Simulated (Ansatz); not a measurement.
ClGaH₂ (`[Cl][GaH2]`). Total charge 0; spin multiplicity 1.

```xyz
4

Cl   -0.4907   -1.7009   -0.7996
Ga    0.0521    0.1807    0.0849
H    -0.3982    0.3719    1.5621
H     0.8369    1.1483   -0.8474
```

(1) What are the harmonic wavenumbers in cm⁻¹ at PBE0-D4/def2-TZVP (Ansatz, finite differences of forces, unscaled)? (An estimate is asked.)

(2) Is this a minimum?

(3) Give the ideal-gas thermochemistry at 298.15 K and 1 bar (rigid rotor, harmonic oscillator; point group C2v, symmetry number 2).

(4) And at 400, 500, 600, 800 and 1000 K?

## Answers

(1) Computed: 417, 498, 616, 733, 2019, 2030.

(2) Yes, all 6 modes are real.

(3) Zero-point energy 37.8 kJ/mol; H(298) − E = 49.7 kJ/mol; entropy 264.5 J/(mol·K), of which translation 167.2, rotation 87.9, vibration 9.5; G(298) − E = -29.2 kJ/mol.

(4) 
| T (K) | H − E (kJ/mol) | S (J/mol/K) | G − E (kJ/mol) |
| --- | --- | --- | --- |
| 400 | 55.3 | 280.7 | -57.0 |
| 500 | 61.3 | 294.0 | -85.7 |
| 600 | 67.6 | 305.5 | -115.7 |
| 800 | 81.1 | 324.9 | -178.8 |
| 1000 | 95.4 | 340.8 | -245.4 |
